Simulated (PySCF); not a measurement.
# Electron correlation in Al⁻ (aluminium, charge -1)

[Ne] 3s2 3p2, high-spin 3P determinant. Calculation: PySCF 2.14, in def2-QZVPPD (10s6p5d2f1g, 76 functions); no relativity, point nucleus. Frozen: 1s2; 12 electrons correlated.

```tsv
level	correlation energy (mhartree)
CCSD	-233.13
(T)	-5.32
CCSD(T)	-238.45
```

Diagnostics: T1 = 0.013, D1 = 0.0498, largest double amplitude 0.059.

Question: Is a single reference adequate?

Answer: Yes: T1 lies below 0.03 and no double amplitude reaches 0.07.

This basis was not built for core-valence correlation, so the inner-shell part is incomplete.
